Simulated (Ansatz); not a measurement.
`CC(C)(C)[CH2][Ge]([F])([F])[F]` → 5 C• + 3 F• + Ge• + 11 H•  (atomization)

Program: Ansatz. Geometries: PBE0-D4/def2-TZVP. ΔE: electronic, gas phase. CCSD(T)/CBS is the MP2 limit (def2-TZVPP, def2-QZVPP) plus CCSD(T) − MP2 in def2-TZVPP, frozen cores. This one scheme is used for every species, atoms too. For atomizations the MP2-based limit and the directly extrapolated one differ by several kJ/mol either way, and by 10 to 25 for some Ge, Se and Sn compounds, so smaller differences from it don't rank the levels. Functionals use def2-TZVPP. No spin–orbit coupling; open shells (•) take unrestricted orbitals. Spin–orbit coupling would lower the free atoms: a little for C, F; clearly for Ge. For Ge outer-core shells are correlated without core-valence functions, so the limit isn't a true one: a few kJ/mol of doubt a bond, and 10 to 20 or more in all where bonds break to atoms. Scalar relativity is left out up to krypton. Each species was taken in one conformer, which may not be the lowest.

Task: What is ΔE at CCSD(T)/CBS? (An estimate is asked.)

Result: Computed: +1913.1 kcal/mol.

Task: What do these levels give: r2SCAN-D4, BHLYP-D4, PBE-QIDH, BLYP, BHLYP, CCSD(T)/def2-TZVPP? (Estimate.)

Result: Ansatz gave: r2SCAN-D4 1914.6, BHLYP-D4 1851.8, PBE-QIDH 1905.3, BLYP 1870.1, BHLYP 1837.4, CCSD(T)/def2-TZVPP 1873.2 kcal/mol.

Largest T1 diagnostic among the species: 0.011.

At CCSD(T), def2-SVP lies −84.9 kcal/mol from the extrapolated value and def2-TZVPP −39.9 kcal/mol: correlation converges slowly with the basis, and small sets miss more of it in the bonded molecule than in its fragments. In def2-TZVPP, CCSD(T) changes the Hartree–Fock value by +449.8 kcal/mol (the triples alone add +26.6 kcal/mol) and MP2 by +486.1 kcal/mol; breaking electron pairs costs correlation energy, which Hartree–Fock lacks.
